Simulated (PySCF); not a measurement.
C₃H₇NSi, SMILES [SiH3]C1=NCC1.

Geometry optimised at PBE0-D3(BJ)/def2-SVP. The structure was generated by enumeration, and PubChem lists no compound with its InChIKey, so it may never have been made.

The numbers are results of TDDFT-PBE/def2-SVPD in PySCF, not measurements.

Vertical excitations. The molecule is in vacuum. State labels are in the subgroup Cs.

**Question.** Give excitation energies, oscillator strengths and character. (The exact figures need the calculation; the answer reports its results.)

**Answer.** 
```csv
state,symmetry,energy (eV),λ (nm),f,main pairs
S1,A",4.50,276,0.002,HOMO→LUMO 100 %
S2,A',5.75,216,0.013,HOMO→LUMO+1 100 %
S3,A",5.84,212,0.000,HOMO−2→LUMO 99 %
S4,A',6.09,204,0.003,HOMO→LUMO+2 99 %
S5,A',6.25,199,0.013,HOMO→LUMO+3 98 %
S6,A',6.40,194,0.001,HOMO→LUMO+4 94 %
S7,A',6.65,186,0.269,"HOMO−1→LUMO 63 %, HOMO−4→LUMO 22 %"
S8,A",6.68,186,0.004,HOMO−3→LUMO 98 %
S9,A",6.79,183,0.000,HOMO→LUMO+5 98 %
S10,A",7.08,175,0.007,HOMO−1→LUMO+1 100 %
T1,A",3.71,334,0,HOMO→LUMO 100 %
T2,A',4.56,272,0,HOMO−1→LUMO 97 %
T3,A",5.38,230,0,HOMO−2→LUMO 99 %
T4,A',5.68,218,0,HOMO→LUMO+1 100 %
```
Triplets are in the Tamm–Dancoff approximation, which puts them higher than full response would, so one can lie above its singlet here.
